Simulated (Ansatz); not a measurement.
Reaction (atomization): `NC[O][GaH2]` → C• + Ga• + 6 H• + N• + O•

Calculated with Ansatz (gas phase, PBE0-D4/def2-TZVP geometries, no zero-point term in ΔE). CCSD(T)/CBS adds triple-zeta CCSD(T) − MP2 to the extrapolated MP2 energy (def2 sets, frozen cores). This one scheme is used for every species, atoms too. For atomizations the MP2-based limit and the directly extrapolated one differ by several kJ/mol either way, and by 10 to 25 for some Ge, Se and Sn compounds, so smaller differences from it don't rank the levels. DFT in def2-TZVPP. B3LYP here is the variant with VWN-RPA as its local correlation; programs differ in this. No spin–orbit coupling; open shells (•) take unrestricted orbitals. Spin–orbit coupling would lower the free atoms: a little for C, O; clearly for Ga. For Ga outer-core shells are correlated without core-valence functions, so the limit isn't a true one: a few kJ/mol of doubt a bond, and 10 to 20 or more in all where bonds break to atoms. Scalar relativity is left out up to krypton. One conformer a species, not always the lowest.

```json
{"level": "B3LYP-D4", "ΔE (kJ/mol)": "3295.5"}
{"level": "LC-ωPBE", "ΔE (kJ/mol)": "3297.2"}
```

**Question.** What does CCSD(T)/CBS give? (An estimate is asked.)

**Answer.** The calculation gave: +3309.3 kJ/mol. The listed levels differ from it by -13.8, -12.1 kJ/mol.

Largest T1 diagnostic among the species: 0.015.

From PBE to PBE0 (25 % exact exchange), in def2-TZVPP and without D4, ΔE moves by −72.3 kJ/mol: exact exchange takes away binding that semilocal exchange gives to molecules. In def2-TZVPP, CCSD(T) changes the Hartree–Fock value by +956.9 kJ/mol (the triples alone add +51.7 kJ/mol) and MP2 by +999.1 kJ/mol; breaking electron pairs costs correlation energy, which Hartree–Fock lacks.
